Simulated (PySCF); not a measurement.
**UHF on Kr⁺ (krypton, charge +1)**

Configuration: [Ar] 3d10 4s2 4p5, 2P determinant. Computed with PySCF 2.14 in cc-pVDZ-DK (5s4p2d, 27 functions), with scalar relativity by spin-free X2C-1e.

```json
{
 "Total energy": "-2787.569260 hartree",
 "One-electron energy": "-3860.6984 hartree",
 "Hartree (Coulomb) energy": "1168.3617 hartree",
 "Exchange energy": "-95.2326 hartree",
 "⟨S²⟩": "0.7549",
 "⟨L²⟩": "2.016",
 "Sum of ⟨r⟩": "23.57 bohr",
 "Sum of ⟨r²⟩": "32.02 bohr²",
 "Traceless quadrupole moment −½Σ⟨3z² − r²⟩ along its main axis": "1.66 e·bohr²",
 "Langevin diamagnetic susceptibility": "-25.4 ×10⁻⁶ cm³/mol",
 "Time after the integrals": "0.06 s of wall time on 1 thread of Neoverse-V2 (shared host)"
}
```

```csv
shell,electrons,mean orbital energy (eV),spread (eV),"rms radius, mean of both spins (bohr)"
1s α,1,-14415.7,0,0.0478
1s β,1,-14415.5,0,0.0478
2s α,1,-1972.8,0,0.199
2s β,1,-1972.7,0,0.199
2p α,3,-1740.8,0.268,0.177
2p β,3,-1740.6,0.121,0.177
3s α,1,-317.60,0,0.565
3s β,1,-317.30,0,0.565
3p α,3,-241.21,0.835,0.581
3p β,3,-240.81,0.069,0.581
3d α,5,-114.08,0.794,0.612
3d β,5,-113.86,0.446,0.612
4s α,1,-44.510,0,1.67
4s β,1,-41.222,0,1.67
4p α,3,-25.599,2.033,1.99
4p β,2,-24.218,0,1.99
```

Densities and radii are taken from the X2C orbitals without a picture-change correction, which distorts them close to the nucleus.
